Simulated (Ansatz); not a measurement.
Total energies of [AlF6]3- (AlF₆³⁻) from Ansatz at PBE-D4/def2-TZVPD, gas phase (1 Eh = 27.2114 eV = 2625.5 kJ/mol). The reference geometry is relaxed at r2SCAN-D4/def2-SVPD.

```xyz
7

Al    0.000    0.000    0.000
F     0.642    0.996   -1.482
F    -0.642   -0.996    1.482
F    -1.353   -0.756   -1.094
F     1.353    0.755    1.094
F    -1.164    1.427    0.455
F     1.164   -1.426   -0.455
```

| state | geometry | energy (Eh) |
| --- | --- | --- |
| charge -3 singlet | reference | -841.16016 |
| charge -2 doublet | reference | -841.33141 |
| charge -2 doublet | relaxed at r2SCAN-D4/def2-SVPD | -841.33445 |

A multiply charged anion in the gas phase is held together partly by the finite basis. Removing one electron lowers the energy by 3.73 eV at PBE0-D4/def2-TZVPD, so it isn't bound.

Work out the vertical ionisation energy to the doublet.

E(charge -2 doublet) − E(charge -3 singlet) = -841.33141 − (-841.16016) = -0.17125 Eh = -4.66 eV. For comparison, −ε of the highest occupied level is -7.35 eV at this level, 2.69 eV less.

How much does the charge -2 doublet relax, and what is the adiabatic ionisation energy?

Relaxation: -841.33141 − (-841.33445) = 0.00304 Eh = 0.08 eV. Adiabatic ionisation energy: -0.17429 Eh = -4.74 eV, without zero-point energy. 

At PBE-D4/def2-TZVPD the highest occupied level of the charge -3 singlet lies above zero (up to 7.35 eV). By energy differences it is unbound by 4.66 eV (vertical, to the charge -2 doublet, at PBE-D4/def2-TZVPD) and held by the finite basis. At PBE-D4/def2-TZVPD the highest occupied level of the charge -2 doublet lies above zero (up to 1.88 eV). It is a level of β spin, whose loss leaves a triplet; that state wasn't run at this geometry and level. The electron is either unbound and held by the finite basis, or the level is raised by self-interaction error. At PBE-D4/def2-TZVPD the highest occupied level of the relaxed charge -2 doublet lies above zero (up to 2.10 eV). At PBE-D4/def2-TZVPD the gap within one spin of the charge -2 doublet nearly closes, so an electron or hole may be smeared out by delocalisation error. At PBE-D4/def2-TZVPD the gap within one spin of the relaxed charge -2 doublet nearly closes, so an electron or hole may be smeared out by delocalisation error.
